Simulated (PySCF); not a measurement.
Peak assignment

Numbering as in the mapped SMILES `[CH2:1]=[CH:2][C:3](=[CH2:4])[C:5](=[CH2:6])[CH:7]([Cl:8])[Cl:9]`; H(Xn) means a hydrogen on atom n. Ha(C4) is cis to C2; Ha(C1), Ha(C6) are cis to C3; Hb(C4) is trans to C2; Hb(C1), Hb(C6) are trans to C3.

- geometry from GFN2-xTB
- σ from GIAO-PBE0/pcSseg-1
- run in PySCF 2.14.0 with density-fitted response routines
- single conformer, non-relativistic Hamiltonian, isolated molecule, averaged over atoms made equivalent by symmetry, fast rotation or ring inversion

δ = σ(ref) − σ, references computed at the same level: $^{13}$C and $^{1}$H against TMS.

Problem. Assign these signals to the numbered atoms. $^{13}$C{$^{1}$H} NMR (computed): δ 162.2 (C), 155.6 (C), 144.4 (CH), 132.1 (CH2), 128.1 (CH2), 126.8 (CH2), 83.2 (CH).

Solution. 
162.2 → C5, fully substituted alkene carbon: the olefinic region
155.6 → C3, fully substituted alkene carbon
144.4 → C2, alkene CH: an sp2 carbon of a C=C bond
132.1 → C6, terminal =CH2 carbon: the olefinic region
128.1 → C4, terminal =CH2 carbon
126.8 → C1, terminal =CH2 carbon
83.2 → C7, allylic sp3 CH bonded to 2 Cl: 2 electronegative neighbours deshield it

C4 and C1 lie closer than the usual error of such a calculation, so a measured spectrum could show them in the other order.

Problem. Assign these signals to the numbered atoms. $^{1}$H NMR (400 MHz, computed): δ 6.65 (m, 1H), 6.49 (br s, 1H), 6.12 (s, 1H), 5.94 (br s, 1H), 5.67 (m, 1H), 5.59 (br s, 1H), 5.58 (m, 1H), 5.41 (br s, 1H).

Solution. 
6.65 → H(C2), hydrogen on an alkene CH: a vinylic proton, deshielded by the sp2 carbon and the C=C anisotropy
6.49 → Hb(C6), hydrogen on a terminal =CH2 carbon: olefinic region
6.12 → H(C7), hydrogen on an allylic sp3 CH bonded to 2 Cl: its carbon carries Cl, hence the downfield position
5.94 → Ha(C6), hydrogen on a terminal =CH2 carbon: attached to an sp2 carbon and in the plane of the double bond
5.67 → Hb(C1), hydrogen on a terminal =CH2 carbon
5.59 → Hb(C4), hydrogen on a terminal =CH2 carbon
5.58 → Ha(C1), hydrogen on a terminal =CH2 carbon
5.41 → Ha(C4), hydrogen on a terminal =CH2 carbon

Hb(C1) and Hb(C4); Hb(C4) and Ha(C1) lie closer than the usual error of such a calculation, so a measured spectrum could show them in the other order.

Carbons that carry Cl, above all several Cl atoms, come out too deshielded, partly because spin–orbit coupling is missing. Shifts are as computed. Against solution values, carbons near 30 ppm lie about +3 ppm off and those near 130 ppm about +5 ppm; carbons on Cl a further +6 ppm. Of 1211 compounds with measured shifts, 218 miss one by over three times the rms of a fit or turn the order of signals round; such compounds aren't used in these exercises. No couplings were computed; multiplicities are counted from neighbouring protons, with m where these are inequivalent, close in shift, in a saturated or five-membered ring or joined by F or P, and br s for small geminal =CH2 splittings.
